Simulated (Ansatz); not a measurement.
Reaction (isomerisation): `F[SiH2]C(F)Cl` → `C[Si](F)(F)Cl`

Isolated molecules relaxed with PBE0-D4/def2-TZVP in Ansatz; ΔE leaves out vibrations. CCSD(T)/CBS is the MP2 limit (def2-TZVPP, def2-QZVPP) plus CCSD(T) − MP2 in def2-TZVPP, frozen cores. DFT in def2-TZVPP. Each species was taken in one conformer, which may not be the lowest.

`F[SiH2]C(F)Cl`:

Cartesian coordinates in Å:
```
F 1.988 0.599 0.023
Si 0.447 0.773 -0.347
C -0.460 -0.806 0.196
F -1.777 -0.709 -0.179
Cl -0.355 -0.969 1.961
H 0.332 0.918 -1.817
H -0.119 1.925 0.384
H -0.057 -1.731 -0.221
```

`C[Si](F)(F)Cl`:

Z-matrix (Å, degrees):
```
C
Si 1 1.832
H 1 1.091 2 110.4
H 1 1.092 2 110.1 3 120.0
H 1 1.092 2 110.4 3 -120.0
F 2 1.582 1 111.0 3 -179.3
F 2 1.582 1 111.0 3 -61.0
Cl 2 2.029 1 112.6 3 59.9
```

CCSD(T)/CBS gives -4.66 eV.

(1) Another level gave -4.56 eV. Which?
A. LC-ωPBE/def2-TZVPP
B. CAM-B3LYP/def2-TZVPP
C. BLYP/def2-TZVPP
D. r2SCAN0/def2-TZVPP

Largest T1 diagnostic among the species: 0.011.

## Answers

(1) B. CAM-B3LYP -4.56, r2SCAN0 -4.72, BLYP -4.34, LC-ωPBE -4.60 eV.

Leaving LDA and LC-ωPBE aside and taking each functional with its dispersion term where it has one, the values, not all of them listed here, spread over 0.41 eV, from B97M-V to revPBE-D4. LDA lies −0.07 eV from PBE without D4. At CCSD(T), def2-SVP lies +0.36 eV from the extrapolated value and def2-TZVPP +0.05 eV.
